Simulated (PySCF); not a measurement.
Run record: EPR job, `CC[C@@H](C#N)[CH+][CH]C#N` [radical].

Computed with UKS B3LYP, pcH-1 on C H N, non-relativistic, mean-field spin-orbit, GIAO (PySCF 2.14.0). Geometry: GFN2-xTB. A driver script takes a list of jobs; this job's settings line and coordinates (Å) are shown.

Command:
```bash
OMP_NUM_THREADS=1 python probes_run.py task.json out
```

Input:
```
{"job": {"kind": "epr", "basis": "pcH-1"}, "charge": 1, "multiplicity": 2}
C     -2.362139     0.431633    -0.288842
C     -1.313314    -0.519863     0.228506
C      0.094401     0.083926     0.311665
C      0.052819     1.182681     1.271619
N     -0.007131     2.045426     2.008826
C      1.145157    -0.849633     0.817275
C      2.447947    -0.773062     0.487594
C      2.978682     0.233208    -0.338388
N      3.375712     1.012984    -1.077285
H     -3.308647    -0.089456    -0.427335
H     -2.561814     1.236504     0.427490
H     -2.062887     0.905415    -1.223101
H     -1.246831    -1.375384    -0.460513
H     -1.616645    -0.938334     1.194733
H      0.388624     0.538638    -0.645728
H      0.820542    -1.606029     1.521542
H      3.168527    -1.506625     0.831494
```

Output:
```
UKS, coarse grid
  cycle   1  E = -380.49927761  |g| = 5.24e-01
  cycle   2  E = -377.79033861  |g| = 1.99e+00
  cycle   3  E = -380.57612508  |g| = 3.84e-01
  cycle   4  E = -380.64378280  |g| = 1.41e-01
  cycle   5  E = -380.64935243  |g| = 1.06e-01
  cycle   6  E = -380.65457486  |g| = 1.86e-02
  cycle   7  E = -380.65479954  |g| = 9.81e-03
  cycle   8  E = -380.65485802  |g| = 6.62e-03
  cycle   9  E = -380.65490482  |g| = 2.17e-03
  cycle  10  E = -380.65491103  |g| = 1.27e-03
  cycle  11  E = -380.65491267  |g| = 3.97e-04
UKS, final grid
  cycle   1  E = -380.65487316  |g| = 4.47e-04
  cycle   2  E = -380.65487308  |g| = 7.74e-04
  cycle   3  E = -380.65487334  |g| = 2.02e-04
  cycle   4  E = -380.65487337  |g| = 1.14e-04
  cycle   5  E = -380.65487340  |g| = 6.45e-05
  cycle   6  E = -380.65487340  |g| = 2.96e-05
E = -380.65487340 Eh   <S^2> = 0.7598 (exact 0.7500)
g shifts (ppm)      1          2          3
  rmc          -177       -177       -177
  gc             28         13         32
  oz_so        1266       2394       3375
  total        1117       2230       3230
hyperfine (MHz)  atom isotope    a_iso     a_fc   dipolar eigenvalues
    0   13C      -1.21      -1.21     -1.36     -1.25      2.61
    1   13C      -1.21      -1.21     -1.73     -1.46      3.19
    2   13C       0.63       0.63     -2.96     -1.55      4.50
    3   13C      21.06      21.06     -9.28     -8.63     17.91
    4   14N       3.67       3.67     -6.00     -5.48     11.47
    5   13C      12.48      12.48    -27.99    -24.79     52.78
    6   13C      16.42      16.42    -29.03    -26.51     55.54
    7   13C     -25.64     -25.64     -6.76     -3.32     10.08
    8   14N       5.81       5.81    -15.11    -12.45     27.56
    9    1H      20.00      20.00     -1.16     -0.89      2.05
   10    1H      10.50      10.50     -1.43     -0.24      1.67
   11    1H      -0.78      -0.78     -0.85     -0.09      0.95
   12    1H      14.07      14.07     -2.12     -0.21      2.33
   13    1H       0.47       0.47     -1.45     -1.36      2.80
   14    1H       0.25       0.25     -2.72     -0.86      3.58
   15    1H     -17.73     -17.73    -12.65     -3.66     16.32
   16    1H     -21.52     -21.52    -12.99     -3.92     16.91
```

rmc, gc and oz_so are the mass-correction, gauge-correction and orbital-Zeeman/spin–orbit parts of the g shift along its three principal axes; a_iso is the isotropic hyperfine coupling and a_fc its Fermi-contact part. Atoms in this output count from 0.

**Question.** Get g_iso from the total shifts.

**Answer.** Their mean is 2192 ppm; added to g_e = 2.002319 it gives 2.00451.

In short: ⟨S²⟩ 0.760; g_iso 2.0045.

Isolated species at its GFN2-xTB geometry (one conformer only).

**Question.** How long does this job take on one thread, Arm Neoverse V1 (aarch64), no GPU, shared host with 64 logical CPUs at a one-minute load of 20? And the peak memory of the process?

**Answer.** About 97 s (density and orbital grids were written too), with 0.98 GiB resident at the peak, the Python interpreter and its libraries included.
Labels such as C1 count atoms from 1, the log's own numbers from 0.
